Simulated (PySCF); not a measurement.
Atom-mapped SMILES (the numbers label the heavy atoms): `[CH3:1][BH:2][CH:3]1[CH2:4][CH2:5]1`. Hydrogens are named by the atom that carries them. Ha(C4), Ha(C5) are cis to B2 on the ring; Hb(C4), Hb(C5) are trans to B2 on the ring.

- coordinates at the PBE0-D3(BJ)/def2-SVP level
- shieldings: GIAO PBE0/pcSseg-1
- code: PySCF 2.14
- one conformer, no solvent model, non-relativistic, rapidly exchanging positions averaged

Shifts are taken against calculated references (same method and geometry level): ¹³C (σ = 184.41 ppm) and ¹H (σ = 31.27 ppm) vs TMS; ¹¹B (σ = 100.73 ppm) against BF3·OEt2.

```csv
atoms,nucleus,count,Hirshfeld charge,δ (ppm)
Hb(C4)/Hb(C5),¹H,2,0.05,?
C1,¹³C,1,-0.19,14.6
C3,¹³C,1,-0.12,15.5
H(C3),¹H,1,0.04,0.62
B2,¹¹B,1,0.16,85.1
Ha(C4)/Ha(C5),¹H,2,0.05,0.85
H(B2),¹H,1,-0.07,?
C4/C5,¹³C,2,-0.08,10.6
H(C1),¹H,3,0.04,?
```

Problem. Estimate the values marked ?.

Solution. 
- H(B2): 6.20 ppm, hydrogen on a boron bonded to 2 C
- H(C1): 1.11 ppm, hydrogen on a methyl carbon bonded to B
- Hb(C4)/Hb(C5): 1.03 ppm, hydrogen on a three-membered-ring carbon; cyclopropane-type protons are shielded by the ring

Hydrogens on boron are broadened and split by ¹¹B (spin 3/2, 80 %) and 10B (spin 3). A carbon bonded to boron is broadened by the quadrupolar boron nucleus and is often missing from a measured spectrum. Shifts are as computed. Against solution values, carbons near 30 ppm lie about +2 ppm off and those near 130 ppm about +5 ppm. Of 1313 compounds with measured shifts, 239 miss one by over three times the rms of a fit or turn the order of signals round; such compounds aren't used in these exercises.
